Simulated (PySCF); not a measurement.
Computed vibrations of [YF2]+

[YF2]+ (singlet). PySCF 2.14.0, RKS PBE0, Y def2-SVP with ECP28, F def2-SVP; non-relativistic Hamiltonian with scalar-relativistic core potentials where named; density fitting; no spin-orbit coupling. Central differences of gradients.

```xyz
3

Y     0.0000    0.0000   -0.3239
F     1.5793    0.0000    0.7580
F    -1.5793    0.0000    0.7580
```

Run from Python with OMP_NUM_THREADS=2. Where DIIS fails, smearing, a level shift and second-order steps follow.
It took 9.3 s on 2 threads of Arm Neoverse N1 (shared host).

(1) What are the harmonic wavenumbers and infrared intensities?

(2) Is this a minimum?

Answers

(1) Modes are labelled in C2v; negative numbers are unstable modes, those under 60 cm⁻¹ near the noise; a finer grid moves soft modes by up to 10 cm⁻¹.
```
cm⁻¹  km/mol  symmetry
  93    25.6        a1
 707    63.6        a1
 713   193.0        b2
```

(2) Yes. Ideal gas at 298.15 K and 1 bar: S = 282.8 J/(mol K), Cp = 48.2 J/(mol K), H − H(0 K) = 12.5 kJ/mol (rigid rotor, harmonic modes, spin degeneracy alone).
